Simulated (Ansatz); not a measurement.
```yaml
crystal:
  periodic: [false, false, false]
  atoms:
    - {symbol: O, position_ang: [-0.543408, 0.098487, 2.189732]}
    - {symbol: B, position_ang: [0.251294, -1.370061, 1.820377]}
    - {symbol: O, position_ang: [0.497721, -2.455213, 3.109159]}
    - {symbol: O, position_ang: [0.804365, -1.803235, 0.252722]}
    - {symbol: P, position_ang: [-0.363869, 1.783099, -2.192757]}
    - {symbol: H, position_ang: [-0.680188, 0.807927, 1.232727]}
    - {symbol: H, position_ang: [1.061218, -3.447315, 2.741165]}
    - {symbol: H, position_ang: [0.579411, -0.964675, -0.580081]}
    - {symbol: H, position_ang: [-1.076503, 3.359593, -1.817261]}
    - {symbol: H, position_ang: [0.967412, 2.448038, -3.149366]}
    - {symbol: H, position_ang: [-1.415701, 1.472356, -3.580666]}
basis:
  gaussian: {orbitals: "6-31++G**", final_grid: {core_spheres: 1, valence_spheres: 1, degree: 5}}
hamiltonian: {xc: {name: PBE}}
accuracy: high
output: {forces: true}
```

```sh
$ ansatz run in.yaml --threads 4 --pin off --events-out ev --progress --plain --max-ram 10444MiB
```

Shortened log:

```
Functional definition: PBE
2792 factors; integrals over basis functions are off by at most 1.2e-8 eV
mean field evaluation 1: about -16172.1525 eV, gradient 9.0e1 eV
mean field evaluation 2: about -15871.2332 eV, gradient 2.9e2 eV
mean field evaluation 4: about -16185.8860 eV, gradient 1.9e1 eV
mean field evaluation 8: about -16187.4375 eV, gradient 2.2e0 eV
mean field evaluation 16: about -16158.0553 eV, gradient 2.0e0 eV
mean field evaluation 32: about -16158.0692 eV, gradient 9.9e-6 eV
mean field -16158.06918144 eV, -593.7980900851 hartree, gradient 7.8e-8 eV, S^2 0.000000; 0 other end points of the search recorded, 0 dependent functions left out
reference -16158.06918269 eV, -593.7980901313 hartree; 25, 25 occupied and 110, 110 virtual orbitals, 2792 factors
Total energy: -16158.06918269 eV, -593.7980901313 hartree
Atom 0 at    -0.543408     0.098487     2.189732 Å, force     0.042853     1.480366    -3.539066 eV/Å
Atom 1 at     0.251294    -1.370061     1.820377 Å, force     1.092273    -3.795911     3.319009 eV/Å
Atom 2 at     0.497721    -2.455213     3.109159 Å, force     0.336743     1.088880    -4.045255 eV/Å
Atom 3 at     0.804365    -1.803235     0.252722 Å, force    -1.174061     2.377300     0.033000 eV/Å
Atom 4 at    -0.363869     1.783099    -2.192757 Å, force    -0.490310     3.399293    -2.947263 eV/Å
Atom 5 at    -0.680188     0.807927     1.232727 Å, force     0.804962    -2.484842     2.029165 eV/Å
Atom 6 at     1.061218    -3.447315     2.741165 Å, force    -1.467184     3.211416    -0.428749 eV/Å
Atom 7 at     0.579411    -0.964675    -0.580081 Å, force     0.483195    -1.825950     1.996411 eV/Å
Atom 8 at    -1.076503     3.359593    -1.817261 Å, force     1.275000    -2.928077    -0.916678 eV/Å
Atom 9 at     0.967412     2.448038    -3.149366 Å, force    -3.263424    -1.450134     1.815714 eV/Å
Atom 10 at    -1.415701     1.472356    -3.580666 Å, force     2.359954     0.927660     2.683713 eV/Å
Dipole moment:    -0.011644     0.381747    -0.750228 e Å
```

(1) Something in this input is off. What?

Answers

(1) The integration grid is far too coarse. The calculation finished and met its thresholds. The result belongs to that input, not to the molecule as meant.
